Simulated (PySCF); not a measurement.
Compound: W(NMe)2Me2, C4H12N2W (singlet state).
Cartesian coordinates in Å at the PBE0-D3(BJ)/def2-SVP level; atoms count from 1:
```xyz
19
C4H12N2W angstrom
W     -0.4607    0.0076   -0.3243
N     -0.5329   -0.0858    1.4259
C     -0.0728   -0.1469    2.7658
H      0.9088    0.3441    2.8906
H     -0.7844    0.3538    3.4453
H      0.0276   -1.1924    3.1063
N      1.1874    0.0697   -0.9189
C      2.6048    0.0916   -0.8856
H      3.0239   -0.8431   -1.2976
H      2.9976    0.9245   -1.4945
H      2.9963    0.2122    0.1404
C     -1.3933    1.8342   -0.8990
H     -1.3726    1.9244   -1.9999
H     -0.9058    2.7296   -0.4822
H     -2.4440    1.8362   -0.5578
C     -1.3337   -1.7754   -1.0954
H     -2.3805   -1.8556   -0.7516
H     -0.8094   -2.6926   -0.7832
H     -1.3192   -1.7428   -2.1996
```

Method used: PBE0-D3(BJ)/def2-SVP geometry optimisation, gas phase, def2 core potentials past Kr in PySCF 2.14.0.

(1) Which atoms are bound to W1, and at what distances?

(2) List the angles at W1.

(3) What is the shape at W1?

(4) What are the other bond lengths?

(5) Give some angles away from the centre.

(6) What are the rotational constants (commonest isotopes, rigid rotor)?

## Answers

(1) 4 atoms: N7 1.753 Å, N2 1.754 Å, C16 2.130 Å, C12 2.130 Å. The nearest atom not counted as bound is H13, at 2.70 Å (others tie with it).

(2) 
```
     angle  degrees  distance of the outer atoms (Å)
C12–W1–C16    116.2                             3.62
  N2–W1–N7    112.3                             2.91
 N2–W1–C16    107.4                             3.14
 N2–W1–C12    107.3                             3.14
 N7–W1–C16    107.0                             3.13
 N7–W1–C12    106.8                             3.13
```

(3) Distorted tetrahedral: angles from 106.8° to 116.2°; τ4 = (360° − α − β)/141° = 0.93 with α and β the two widest (0 for a square, 1 for a tetrahedron).

(4) N2–C3, N7–C8 1.418 Å; C3–H4 and 5 like bonds 1.104 Å; C12–H13 and 5 like bonds 1.104 Å.

(5) W1–N2–C3 158.7°.

(6) A = 1601, B = 1503, C = 1171 MHz: an asymmetric top.

Point group: near Cs, missed by 0.36 Å at most; the miss may be what the optimiser left on a soft mode. Charge 0, singlet. No frequency check.

The run took 8.7 min on one thread of an Arm Neoverse V2, shared host with 96 logical CPUs at a one-minute load of 53, and the process peaked at 0.74 GiB of memory. These figures are those of the optimisation.
